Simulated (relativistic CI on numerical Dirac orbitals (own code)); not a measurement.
# Sm¹⁴⁺: computed level list

Computed by Dirac-Coulomb-Breit CI, orbitals from a KLI potential per configuration, a model potential for QED, unscaled Slater integrals (own radial code, finite nucleus).

CI space (outside the closed core [Kr]): 4d¹⁰4f5s, 4d¹⁰4f², 4d¹⁰5s², 4d¹⁰4f5p, 4d¹⁰5s5p, 4d¹⁰4f5d, 4d¹⁰5p², 4d¹⁰4f5f, 4d¹⁰5s5d, 4d¹⁰5p5d, 4d⁹4f²5s, 4d¹⁰4f5g, 4d⁹4f³, 4d¹⁰5p6s, 4d¹⁰5d², 4d¹⁰5p5f. Levels of other configurations are missing.

The lowest level is 4d¹⁰4f² ³H4, with 96 % of that term; Hund's rules for 4d¹⁰4f² give ³H with J = 4, in agreement.

```tsv
No.	Configuration	Term	J	E (eV)	%	Landé g	Lifetime (s)	jj configuration (%)
1	4d¹⁰4f²	³H	4	0.000	96	0.807		4f5/2^2 (90)
2	4d¹⁰4f²	³H	5	0.585	100	1.032	3.74e-01	4f5/2 4f7/2 (100)
3	4d¹⁰4f5s	³F°	2	0.934	100	0.664		4f5/2 5s (100)
4	4d¹⁰4f5s	³F°	3	1.138	91	1.075	3.33e+00	4f5/2 5s (84)
5	4d¹⁰4f²	³H	6	1.179	100	1.165	4.08e-01	4f7/2^2 (81)
6	4d¹⁰4f²	³F	2	1.307	98	0.673	4.16e-01	4f5/2^2 (69)
7	4d¹⁰4f²	¹G	4	1.677	50	1.111	3.47e-01	4f5/2 4f7/2 (90)
8	4d¹⁰4f5s	³F°	4	1.685	100	1.249	2.77e-01	4f7/2 5s (100)
9	4d¹⁰4f²	³F	3	1.689	100	1.082	1.40e-01	4f5/2 4f7/2 (100)
10	4d¹⁰4f²	³F	4	2.458	53	1.129	8.45e-02	4f7/2^2 (99)
11	4d¹⁰4f5s	¹F°	3	2.458	91	1.006	9.08e-03	4f7/2 5s (84)
12	4d¹⁰4f²	¹D	2	4.491	89	1.036	1.76e-03	4f5/2 4f7/2 (41)
13	4d¹⁰5s²	¹S	0	5.087	90			closed (90)
14	4d¹⁰4f²	¹I	6	5.364	100	0.999	1.08e-01	4f5/2 4f7/2 (81)
15	4d¹⁰4f²	³P	0	5.527	94		1.21e+00	4f5/2^2 (60)
16	4d¹⁰4f²	³P	1	5.680	100	1.500	2.92e-01	4f5/2 4f7/2 (100)
17	4d¹⁰4f²	³P	2	5.997	91	1.454	3.53e-03	4f7/2^2 (64)
18	4d¹⁰4f²	¹S	0	12.275	96		8.16e-03	4f7/2^2 (65)
19	4d¹⁰4f5p	³G	3	25.049	63	0.850	1.80e-10	4f5/2 5p1/2 (98)
20	4d¹⁰4f5p	³F	2	25.532	63	0.813	1.72e-10	4f5/2 5p1/2 (96)
21	4d¹⁰4f5p	³F	3	25.969	42	1.153	1.77e-10	4f7/2 5p1/2 (97)
22	4d¹⁰4f5p	³G	4	26.353	41	1.113	1.67e-10	4f7/2 5p1/2 (97)
23	4d¹⁰5s5p	³P°	0	26.701	100		7.13e-07	5s 5p1/2 (100)
24	4d¹⁰5s5p	³P°	1	28.226	92	1.459	1.34e-09	5s 5p1/2 (89)
25	4d¹⁰4f5p	³G	3	31.927	34	0.943	8.33e-11	4f5/2 5p3/2 (95)
26	4d¹⁰4f5p	³F	4	32.633	53	1.156	7.94e-11	4f7/2 5p3/2 (60)
27	4d¹⁰4f5p	³D	2	33.050	50	0.969	7.76e-11	4f5/2 5p3/2 (96)
28	4d¹⁰4f5p	³D	3	33.462	60	1.216	7.92e-11	4f7/2 5p3/2 (93)
29	4d¹⁰4f5p	³G	5	33.740	100	1.199	7.41e-11	4f7/2 5p3/2 (100)
30	4d¹⁰4f5p	³D	1	33.911	100	0.497	7.21e-11	4f5/2 5p3/2 (100)
31	4d¹⁰4f5p	¹G	4	34.299	78	1.028	7.25e-11	4f5/2 5p3/2 (60)
32	4d¹⁰5s5p	³P°	2	34.434	100	1.500	3.18e-07	5s 5p3/2 (100)
33	4d¹⁰4f5p	¹D	2	35.198	63	1.047	7.41e-11	4f7/2 5p3/2 (99)
34	4d¹⁰5s5p	¹P°	1	41.292	90	1.040	2.77e-11	5s 5p3/2 (88)
35	4d¹⁰5p²	³P	0	56.418	82		4.93e-11	5p1/2^2 (96)
36	4d¹⁰5p²	³P	1	62.230	100	1.500	3.35e-11	5p1/2 5p3/2 (100)
37	4d¹⁰5p²	¹D	2	62.454	60	1.164	6.68e-11	5p1/2 5p3/2 (93)
38	4d¹⁰5p²	³P	2	69.568	66	1.332	3.24e-11	5p3/2^2 (92)
39	4d¹⁰4f5d	¹G°	4	72.765	60	0.958	1.28e-11	4f5/2 5d3/2 (69)
40	4d¹⁰4f5d	³F°	2	72.830	76	0.750	1.12e-11	4f5/2 5d3/2 (93)
41	4d¹⁰4f5d	³G°	3	72.972	83	0.799	8.79e-12	4f5/2 5d3/2 (91)
42	4d¹⁰4f5d	³H°	4	73.454	45	0.959	1.11e-11	4f7/2 5d3/2 (73)
43	4d¹⁰4f5d	³F°	3	73.682	85	1.079	1.15e-11	4f7/2 5d3/2 (60)
44	4d¹⁰4f5d	³G°	4	74.077	63	0.986	1.14e-11	4f5/2 5d5/2 (87)
45	4d¹⁰4f5d	³H°	5	74.137	81	1.059	1.27e-11	4f7/2 5d3/2 (74)
46	4d¹⁰4f5d	³D°	1	74.355	87	0.590	1.03e-11	4f5/2 5d3/2 (76)
47	4d¹⁰4f5d	¹D°	2	74.568	68	0.980	1.26e-11	4f5/2 5d5/2 (38)
48	4d¹⁰4f5d	³F°	4	74.618	77	1.193	1.36e-11	4f7/2 5d5/2 (96)
49	4d¹⁰4f5d	³D°	3	74.697	43	1.122	1.04e-11	4f5/2 5d5/2 (64)
50	4d¹⁰5p²	¹S	0	74.736	80		2.67e-11	5p3/2^2 (95)
51	4d¹⁰4f5d	³G°	5	74.758	79	1.164	1.06e-11	4f7/2 5d5/2 (61)
52	4d¹⁰4f5d	³D°	2	74.828	92	1.175	1.06e-11	4f7/2 5d3/2 (51)
53	4d¹⁰4f5d	³H°	6	75.314	100	1.166	1.69e-11	4f7/2 5d5/2 (100)
54	4d¹⁰4f5d	³D°	3	75.817	50	1.161	1.10e-11	4f7/2 5d5/2 (99)
55	4d¹⁰4f5d	³P°	1	76.009	82	1.363	1.20e-11	4f5/2 5d5/2 (82)
56	4d¹⁰4f5d	³P°	0	76.203	100		1.24e-11	4f5/2 5d5/2 (100)
57	4d¹⁰4f5d	³P°	2	76.341	83	1.423	1.20e-11	4f7/2 5d5/2 (69)
58	4d¹⁰4f5d	¹H°	5	76.676	95	1.007	9.07e-12	4f5/2 5d5/2 (42)
59	4d¹⁰5s5d	³D	1	77.463	100	0.498	8.78e-12	5s 5d3/2 (100)
60	4d¹⁰4f5d	¹P°	1	77.799	83	1.042	1.21e-11	4f7/2 5d5/2 (91)
61	4d¹⁰5s5d	³D	2	77.961	99	1.165	9.18e-12	5s 5d3/2 (68)
62	4d¹⁰5s5d	³D	3	78.864	100	1.333	1.04e-11	5s 5d5/2 (100)
63	4d¹⁰5s5d	¹D	2	84.153	84	1.004	7.66e-12	5s 5d5/2 (60)
64	4d¹⁰5p5d	³F°	2	100.710	80	0.737	2.16e-11	5p1/2 5d3/2 (99)
65	4d¹⁰5p5d	³F°	3	104.038	85	1.103	1.88e-11	5p1/2 5d5/2 (80)
66	4d¹⁰5p5d	³P°	2	104.945	39	1.212	1.07e-11	5p1/2 5d5/2 (93)
67	4d¹⁰5p5d	³D°	1	105.994	64	0.798	6.79e-12	5p1/2 5d3/2 (93)
68	4d¹⁰5p5d	³F°	4	109.482	100	1.250	2.10e-11	5p3/2 5d5/2 (100)
69	4d¹⁰5p5d	¹D°	2	110.215	45	1.063	8.82e-12	5p3/2 5d3/2 (60)
70	4d¹⁰5p5d	³P°	0	111.832	100		8.24e-12	5p3/2 5d3/2 (100)
```

Energies count from the lowest computed level; ° marks odd parity; lifetimes are radiative, by E1, M1, E2, M2 decay to levels of this space only; some are left blank where a channel outside the calculation adds to the decay or the decay crosses a small, uncertain gap. Filled j subshells are mostly left out of the jj labels.

The mean weight of the leading LS term, summed over parents, in these 70 levels is 80 %, and that of the leading jj configuration (from the same eigenvectors) 84 %.

At this charge transitions that keep the count of f electrons are usually good to a few per cent. Terms inside the open d or f shell come out 10 to 20 % too wide with unscaled integrals. Levels and lines within the n = 5 or 6 shells can be off by up to 10 % or somewhat more, and those that change n by about 2 %, since core polarisation is missing. Levels that differ in their count of f electrons can be misplaced by several ten thousand cm⁻¹, since the correlation energy of f electrons is missing or only estimated; rates across such gaps can be off by orders of magnitude. The computed lowest level isn't the tabulated ground level, which NIST ASD gives as 4f 5s °; for such ions that label comes from theory and may be the wrong one.

Landé's interval rule says that E(J) − E(J−1) = AJ with one A. For the ground term the intervals give A = 944.1, 797.6 cm⁻¹ for J = 5, 6; the multiplet is regular.

LS names give the leading component of a level, which can be under half, so a name can repeat, a term be missing and a line seem to break the LS rules.
